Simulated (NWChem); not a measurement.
Species: HfSF2; SMILES [Hf]([F])(=[S])[F]

```xyz
4

Hf    -0.1704     0.1955     0.0000
S      0.2038    -1.9918     0.0000
F      0.5003     0.9883     1.6054
F      0.5003     0.9883    -1.6054
```
Atoms are numbered in this order, from 1.

Results from NWChem. All runs use the structure optimised with PBE0/def2-SVP. def2 effective core potentials on Hf; no spin-orbit coupling. Ions are spin-unrestricted doublets at the neutral geometry; other ion states weren't tried. Functional: LC-ωPBE (HJS hole) with def2-SVP; rows give the range parameter ω in 1/bohr.

Question: At which range parameter does −ε(HOMO) equal the ΔSCF ionisation energy (optimal tuning)?

Answer: about 0.35 per bohr, by linear interpolation in these runs:
```csv
range parameter (1/bohr),"vertical ionisation energy, ΔSCF (eV)",−ε(HOMO) (eV),ΔSCF minus −ε(HOMO) (eV)
0.05,9.32,6.71,2.61
0.20,9.30,8.46,0.84
0.25,9.28,8.85,0.43
0.50,9.28,9.95,-0.67
0.60,9.30,10.16,-0.86
```
